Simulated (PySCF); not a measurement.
Method: M06-2X/def2-TZVP in PySCF. Isolated molecules, 0 K electronic values unless said otherwise. 

Reference species (SMILES): `[CH3][AlH][CH3]` (neutral, multiplicity 1).

```
Item                      Result
----------------------  --------
LUMO                    -0.33 eV
S1 oscillator strength     0.000
```

Changed species: `[CH3][AlH2]` (1 of 3 H replaced by CH3; the reference has 2 of 3 H replaced by CH3).

Problem. Give the shifts of the LUMO and S1 oscillator strength.

Solution. the LUMO drops by 0.43 eV, to -0.76 eV; the S1 oscillator strength hardly moves.
